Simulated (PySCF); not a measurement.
Antimony: a sound run and one with changed settings

Sound run: Sb²⁺ [Kr] 4d10 5s2 5p1, Sb³⁺ [Kr] 4d10 5s2. Calculation: PySCF 2.14, in cc-pVTZ-PP with ECP28MDF (5s4p3d1f, 39 functions); scalar relativity through the core potential. In the sound run the correlated levels freeze 4s2 4p6 4d10 outside the core potential. The sound run starts from symmetry-adapted Hartree-Fock orbitals and uses a fine grid where one is needed.

Changed run: a valence shell is frozen. This setting is unsound on purpose.

Ionisation energy of Sb²⁺:

| method | sound run (eV) | changed run (eV) |
| --- | --- | --- |
| UHF | 24.128 | 24.128 |
| MP2 | 24.348 | 24.128 |
| SCS-MP2 | 24.339 | 24.128 |
| CCSD | 24.420 | 24.128 |
| CCSD(T) | 24.436 | 24.128 |
| CCSDT | n/a | 24.128 |
| FCI | n/a | 24.128 |

Freezing a valence shell removes pair correlation that changes on ionisation.

For comparison, NIST gives 25.323 eV between the lowest levels.
